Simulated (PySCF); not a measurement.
C4H12O3Si.
Bonds: C1–O2, O2–Si3, Si3–C4, Si3–O5, O5–C6, Si3–O7, O7–C8. Hydrogens: H9, H10, H11 on C1; H12, H13, H14 on C4; H15, H16, H17 on C6; H18, H19, H20 on C8.

Level: PBE0/pcSseg-1 and CAM-B3LYP/def2-SVPD in PySCF, non-relativistic, on one gas-phase PBE0-D3(BJ)/def2-SVP geometry that isn't relaxed in the solvent. The solvent is an IEF-PCM continuum (Bondi radii, 1.10 Å for H, scaled by 1.2). Specific hydrogen bonds and non-electrostatic terms are outside this model.

Gas phase at PBE0/pcSseg-1: HOMO -7.91 eV, LUMO 1.18 eV, dipole 1.41 D.

Problem. What does the continuum do to the energy, the frontier levels and the dipole at PBE0/pcSseg-1 in benzene and chloroform?

Solution. 
| solvent | ε | E(solvent) − E(gas) (kcal/mol) | polarisation term (kcal/mol) | distortion of the solute (kcal/mol) | HOMO (eV) | LUMO (eV) | dipole (D) |
| --- | --- | --- | --- | --- | --- | --- | --- |
| benzene | 2.271 | -2.34 | -2.46 | 0.12 | -7.94 | 1.24 | 1.62 |
| chloroform | 4.711 | -3.80 | -4.14 | 0.34 | -7.96 | 1.27 | 1.79 |

The first energy column is the sum of the next two and covers electrostatics alone. From benzene to chloroform the lowering changes by a factor 1.62, Onsager's factor (ε − 1)/(2ε + 1) by 1.55 and ε itself by 2.1.

Problem. Which radius a makes the point-dipole formula ΔE = −[(ε − 1)/(2ε + 1)]·μ²/a³ give the value in chloroform, with the gas-phase dipole?

Solution. μ = 0.554 au and |ΔE| = 0.00605 Eh give a = 1.39 Å; the farthest nucleus lies 3.62 Å from the centroid of the nuclei, so such a sphere wouldn't even hold the nuclei. The formula assumes a rigid point dipole at the centre of a sphere.

Problem. Which Hirshfeld charges (PBE0/pcSseg-1) respond most in benzene (means over atoms taken as equivalent)?

Solution. 
```tsv
atoms	environment	gas (e)	solvent (e)	change
O2/O5/O7	silyl ether oxygen	-0.234	-0.240	-0.006
Si3	oxygen-bound silicon	+0.523	+0.520	-0.003
H12/H13/H14	methyl hydrogen	+0.044	+0.046	+0.002
H9 (×9)	methyl hydrogen	+0.041	+0.043	+0.002
C1/C6/C8	methoxy carbon	-0.033	-0.034	-0.001
C4	Si-methyl carbon	-0.223	-0.223	0.000
```

Gas phase at CAM-B3LYP/def2-SVPD: HOMO -9.41 eV, LUMO 1.09 eV, dipole 1.41 D.

Problem. What does the continuum do to the energy, the frontier levels and the dipole at CAM-B3LYP/def2-SVPD in benzene and chloroform?

Solution. 
| solvent | ε | E(solvent) − E(gas) (kcal/mol) | polarisation term (kcal/mol) | distortion of the solute (kcal/mol) | HOMO (eV) | LUMO (eV) | dipole (D) |
| --- | --- | --- | --- | --- | --- | --- | --- |
| benzene | 2.271 | -2.09 | -2.22 | 0.13 | -9.41 | 1.14 | 1.65 |
| chloroform | 4.711 | -3.40 | -3.77 | 0.37 | -9.42 | 1.15 | 1.84 |

Problem. How does the static polarisability (CAM-B3LYP/def2-SVPD, frozen core, with the continuum's full static response) change?

Solution. 
```json
{"medium": "gas", "isotropic (au)": "84.0", "principal values (au)": "79.0, 86.3, 86.5", "⟨r²⟩ of the electrons (bohr²)": "1303.2"}
{"medium": "benzene", "isotropic (au)": "93.5", "principal values (au)": "88.9, 95.8, 96.0", "⟨r²⟩ of the electrons (bohr²)": "1302.4"}
{"medium": "chloroform", "isotropic (au)": "100.0", "principal values (au)": "95.9, 102.0, 102.2", "⟨r²⟩ of the electrons (bohr²)": "1301.8"}
```

The isotropic value in chloroform is 1.19 times the gas-phase one; no cavity-field correction is applied. ⟨r²⟩ is taken about the centre of nuclear charge.

Conformer computed: `[CH3:1][O:2][Si:3]([CH3:4])([O:5][CH3:6])[O:7][CH3:8]`: C1–O2–Si3–C4 73°, O2–Si3–O5–C6 -52°, O2–Si3–O7–C8 -166°.
